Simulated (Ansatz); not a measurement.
# Match the barriers

Saddle point of SiH2Cl2O2, singlet (SiH₂Cl₂O₂ ([OH][Si]([OH])([Cl])[Cl]) → SiCl₂O ([O][Si]([Cl])[Cl]) + H₂O (still joined by a long Si–O bond); bonds formed: O2–H4; bonds broken: O3–H4; bonds weakened to dative contacts: Si1–O2), PBE0-D4/def2-TZVP structure:

```
atom    x (Å)    y (Å)    z (Å)
 Si1   0.3231   0.1317   0.5754
  O2  -0.3600   0.0440  -1.1231
  O3   1.2456  -1.0472   0.1807
  H4   0.3524  -0.7733  -1.0365
 Cl5   0.9984   2.0153   0.8353
 Cl6  -1.2872  -0.1143   1.7916
  H7  -1.2723  -0.2561  -1.2235
```

Program: Ansatz 0.2.0. Basis: def2-TZVPP, with def2-QZVPP for the basis limit. Cores are frozen in the correlated methods. Extrapolation: Hartree–Fock as exp(−7.88 √X), correlation as X^−2.97. Four methods, as single points on the PBE0-D4 structures, gave these electronic barriers from the start structure: 47.19, 51.77, 54.43, 67.79 kcal/mol.

The methods were, in alphabetical order, CCSD(T), HF, PBE-D4, r2SCAN-D4. Which gave which? (A judgement: the text doesn't fix the answer.)

By the calculation: PBE-D4 47.19; r2SCAN-D4 51.77; CCSD(T) 54.43; HF 67.79 kcal/mol. For comparison, CCSD(T) at an estimated basis limit (MP2 extrapolated from triple and quadruple zeta, plus CCSD(T) − MP2 in triple zeta) gives 54.60 kcal/mol.

The T1 diagnostic stays at or below 0.014.

Labels in which every atom is bracketed show which atoms are joined, not bond orders.

For scale, one of the runs: CCSD(T)/def2-TZVPP, 216 basis functions, launched by `ansatz run in.yaml --threads 4 --pin off --events-out ev --progress --plain --max-ram 9574MiB`. Time: 86 s of wall clock on 4 CPU threads of an Arm Neoverse V1; the host was shared. Peak host memory: 3 GiB.
